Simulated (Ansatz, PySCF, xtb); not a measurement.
Reaction (SMILES): C=CC[Se]C [3-methylselanylprop-1-ene] + 5 [H][H] (H2) → 4 C (CH4) + [SeH2] (H2Se)
Geometries: B3LYP-D3(BJ)/def2-TZVP minima from Ansatz (a quantum-chemistry and plane-wave program), one conformer each, not searched for the lowest. Frequencies are from Ansatz or PySCF.

Property: energy of full hydrogenation (enthalpy at 298 K, with B3LYP-D3(BJ) rigid-rotor harmonic-oscillator terms), in eV. Valence correlation only, unless marked. No spin-orbit coupling. The frozen core is the preceding noble-gas configuration, with the filled d and f shells of earlier blocks. No relativistic terms. Basis-set limits of correlation are two-point, X^-3; Hartree-Fock from the larger set.

| level | program | energy of full hydrogenation (eV) |
|---|---|---|
| GFN1-xTB | xtb | -6.30 |
| PBE/def2-TZVPD | Ansatz | -3.75 |

### Question
Estimate the value at CCSD(T)/CBS(cc-pVTZ,cc-pVQZ) as computed with Ansatz.

### Answer
-3.72 eV
